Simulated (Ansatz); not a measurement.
CH₆BeSi⁺, that is BeMe(SiH3) with one electron fewer. Total charge 1; doublet. Geometry r2SCAN-D4/def2-TZVP, that of the neutral singlet; atoms count from 1.

```xyz
9

Be    0.143    0.017   -0.243
C     0.940    0.058   -1.715
H     1.074   -0.944   -2.140
H     1.940    0.501   -1.640
H     0.395    0.644   -2.465
Si   -0.914   -0.053    1.676
H    -1.015    1.284    2.332
H    -0.249   -0.955    2.664
H    -2.314   -0.554    1.531
```

(1) Estimate the Mulliken populations from the PBE0/def2-TZVP orbitals of Ansatz.

(2) Where does the spin sit?

(3) And the Mayer bond orders between heavy atoms (over 0.3)?

## Answers

(1) 
```tsv
atom	charge (e)	spin (α − β)
Be1	0.39	0.32
C2	-0.32	0.23
H3	0.20	0.00
H4	0.20	0.00
H5	0.20	0.00
Si6	0.03	0.34
H7	0.11	0.04
H8	0.11	0.04
H9	0.11	0.04
```
Mulliken values depend strongly on the basis.

(2) Summed by element: Be 0.32, C 0.23, H 0.12, Si 0.34, of 1 unpaired in all. Largest on single atoms: Si6 0.34, Be1 0.32, C2 0.23.

(3) Be1–C2 1.06 (1.67 Å); Be1–Si6 0.62 (2.19 Å).
